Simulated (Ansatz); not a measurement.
Relaxation of C₃H₆OSSi (12 atoms, charge 0, multiplicity 1), to a largest force component of 0.02 eV/Å in at most 40 steps.

These are results of RKS CAM-B3LYP/STO-3G (Ansatz), not measurements.

```xyz
12
Properties=species:S:1:pos:R:3:forces:R:3
C 1.110 -1.893 -1.155 -2.07 2.92 1.11
C 0.668 -0.752 -0.561 0.98 -9.00 -5.04
O 1.294 0.161 0.156 7.22 2.58 3.57
Si -0.272 0.497 -0.021 -6.65 5.12 0.36
C -1.229 0.519 1.541 -0.33 0.43 2.44
S -0.494 2.238 -1.214 -0.31 0.04 0.09
H 2.126 -2.162 -1.119 1.66 -0.67 0.00
H 0.405 -2.447 -1.734 -0.40 -0.83 -0.52
H -2.282 0.805 1.472 -0.03 -0.05 -0.51
H -0.800 1.262 2.273 -0.17 -0.68 -0.96
H -1.215 -0.442 2.089 0.13 0.23 -0.53
H 0.768 2.159 -1.694 -0.03 -0.09 0.00
```

Q: Where does it end, and by what steps?

A: The run converged. Limits of this set-up: minimal basis. After 11 steps the energy has fallen by 1.140 eV; H12 moved furthest, 0.36 Å. The start is strongly strained (largest force component 9 eV/Å).

```csv
step,energy less start (eV),largest force component (eV/Å),accepted
0,0.0000,8.996,yes
1,-0.8897,3.183,yes
2,-1.0571,0.886,yes
3,-1.0752,0.652,yes
4,-1.1183,0.389,yes
5,-1.0979,0.316,no
6,-1.1337,0.119,yes
7,-1.1369,0.092,yes
8,-1.1383,0.059,yes
9,-1.1389,0.141,yes
10,-1.1396,0.066,yes
11,-1.1398,0.016,yes
```

```xyz
12
Properties=species:S:1:pos:R:3
C 1.064 -1.884 -1.193
C 0.759 -0.766 -0.541
O 1.528 0.088 0.325
Si -0.112 0.648 0.102
C -1.242 0.541 1.579
S -0.385 2.420 -1.006
H 2.056 -2.336 -1.136
H 0.325 -2.394 -1.812
H -2.292 0.530 1.271
H -1.098 1.393 2.250
H -1.045 -0.375 2.144
H 0.521 2.080 -1.950
```

Whether the end is a true minimum wasn't checked by a vibrational analysis.

Run time: 42 s on 1 thread of Arm Neoverse V2 (shared host), peak memory 0.15 GiB.
